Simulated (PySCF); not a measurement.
Cost of one run: EPR job, `[CH2]B(C)N1[SiH2]N[SiH2]1` [radical].

Method: UKS B3LYP, pcH-1 on B C H N Si, non-relativistic, mean-field spin-orbit, GIAO (PySCF 2.14.0). Geometry: GFN2-xTB. Work: unrestricted SCF, g, hyperfine, density and orbital grids written, density fitting. The input is one job of a driver script: a line of settings, then coordinates in Å.

Command:
```bash
OMP_NUM_THREADS=1 python probes_run.py task.json out
```

Input:
```
{"job": {"kind": "epr", "basis": "pcH-1"}, "charge": 0, "multiplicity": 2}
C      1.359405    -0.377547     1.851833
B      1.030681    -0.168888     0.391829
C      2.182887    -0.184748    -0.711033
N     -0.316644     0.037494     0.006602
Si    -1.817533     0.115779     0.925352
N     -2.536048     0.386016    -0.635056
Si    -1.065585     0.310605    -1.563066
H      2.359547    -0.539588     2.223014
H      0.605869    -0.377271     2.624704
H      2.683208    -1.152068    -0.743165
H      1.805219     0.022202    -1.710310
H      2.954038     0.551683    -0.489267
H     -2.191951    -1.152656     1.546002
H     -1.899109     1.262227     1.827290
H     -3.488396     0.539520    -0.910263
H     -0.985344    -0.838297    -2.461253
H     -0.687242     1.577568    -2.183124
```

Hardware: an Arm Neoverse V1 with one thread (shared host). PySCF's memory limit was set to 1600 MB.

The basis has 295 functions.

Question: Which is nearest to the wall time?
A. 1.8 s
B. 1.8 min
C. 13 s

Answer: B. The run took 1.8 min. CPU seconds by part: SCF 39, spin–orbit mean field 3.5, g tensor 36, hyperfine 18.

Estimate the peak memory.

About 0.97 GiB. Peak memory is the resident size of the whole Python process, interpreter and libraries included.

Times come from a shared host and carry two figures at best.

The run converged: ⟨S²⟩ 0.754; g_iso 2.0028.
